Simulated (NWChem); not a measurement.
System: ZnHSF; SMILES [F][Zn][SH]

NWChem input:

```
start job
memory heap 200 mb stack 900 mb global 1100 mb
geometry units angstroms noautosym nocenter noautoz
  Zn    -0.246188     0.242716     0.000000
  F     -0.231239     1.984932     0.000000
  S     -0.290408    -1.917952     0.000000
  H      1.059603    -2.006972     0.000000
end
basis spherical
  * library def2-svpd
end
dft
  xc xcamb88 1.00 lyp 0.81 vwn_5 0.19 hfexch 1.00
  cam 0.33 cam_alpha 0.19 cam_beta 0.46
  iterations 150
end
property
  response 1 0.0
end
task dft property
```

Structure relaxed at the PBE0/def2-SVP level.

Static field.

Q: What results follow from this input? (CAM-B3LYP/def2-SVPD.) Quantities: isotropic polarisability (bohr³); anisotropy (bohr³).

A: 
| Item | Result |
|---|---|
| isotropic polarisability (bohr³) | 43.2 |
| anisotropy (bohr³) | 19.9 |
